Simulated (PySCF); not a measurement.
PySCF 2.14 output of an unrestricted PBE calculation on a single atom or ion in x2c-SVPall, with scalar relativity by spin-free X2C-1e:

```
SCF conv_tol = 1e-09
number electrons alpha = 11  beta = 9
    J. P. Perdew, K. Burke, and M. Ernzerhof.,  Phys. Rev. Lett. 77, 3865 (1996)
    J. P. Perdew, K. Burke, and M. Ernzerhof.,  Phys. Rev. Lett. 78, 1396 (1997)
    J. P. Perdew, K. Burke, and M. Ernzerhof.,  Phys. Rev. Lett. 77, 3865 (1996)
    J. P. Perdew, K. Burke, and M. Ernzerhof.,  Phys. Rev. Lett. 78, 1396 (1997)
cycle= 1 E= -852.583094952673  delta_E= -0.00119  |g|= 0.0109  |ddm|= 0.0514
cycle= 2 E= -852.583154607464  delta_E= -5.97e-05  |g|= 0.00483  |ddm|= 0.0189
cycle= 3 E= -852.583170061265  delta_E= -1.55e-05  |g|= 3.08e-05  |ddm|= 0.0059
cycle= 4 E= -852.583170061846  delta_E= -5.8e-10  |g|= 7.07e-08  |ddm|= 3.67e-05
converged SCF energy = -852.583170061846  <S^2> = 2.0002272  2S+1 = 3.0001515
```

The run itself started from symmetry-adapted Hartree-Fock orbitals and held the occupation by maximum overlap, on a logarithmic radial grid, so the iterations belong to that start.

Problem. Which element, charge and spin multiplicity is this?

Solution. Ti(2+) (titanium, charge +2), multiplicity 3; the state was [Ar] 3d2, high-spin 3F determinant.
